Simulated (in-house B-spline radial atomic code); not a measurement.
Configurations of Sn5+, with energies counted from [Kr] 4d9. All numbers are computed (scalar-relativistic (X2C) Hartree-Fock with fractional occupations, spin-polarised, spherical fractional occupations; Fermi nucleus of rms radius 4.6519 fm) with an all-electron radial atomic-structure program (B-spline basis), not measured. Shells without spins written out take the highest spin.

Caution: exact exchange at fractional occupations of open shells leaves self-interaction of up to several eV.

Occupations are held fixed; configurations that lie above the ionisation limit could autoionise.

```
                                                   configuration  E - E(ref) (eV)  highest orbital  its <r> (bohr)
                          [Kr] 4d(3 up, 5 down) 5s(0 up, 1 down)           32.408          5s down           1.919
                                       [Ar] 3d10 4s2 4p5 4d9 5s1           109.67            5s up           1.914
                                       [Ar] 3d10 4s2 4p5 4d9 5p1           124.53            5p up            2.21
[Ar] 3d10 4s2 4p(3 up, 2 down) 4d(5 up, 4 down) 5f(0 up, 1 down)            155.6          5f down           4.397
 [Ar] 3d(4 up, 5 down) 4s2 4p6 4d(4 up, 5 down) 5s(0 up, 1 down)           527.65          5s down           1.904
                                        [Ar] 3d9 4s2 4p6 4d9 5d1           558.25            5d up           2.808
```

Order these further configurations by energy, lowest first.
A. [Kr] 4d(4 up, 4 down) 4f(0 up, 1 down)
B. [Ar] 3d10 4s2 4p5 4d9 4f1
C. [Ar] 3d9 4s2 4p6 4d10
D. [Kr] 4d8 4f1
E. [Ar] 3d10 4s2 4p5 4d10

D (66.712 eV), E (73.448 eV), A (73.473 eV), B (143.94 eV), C (487.47 eV).

How far above the reference does [Ar] 3d10 4s2 4p5 4d9 5f1 lie?

155.09 eV; its least bound orbital is 5f up with <r> = 4.287 bohr.
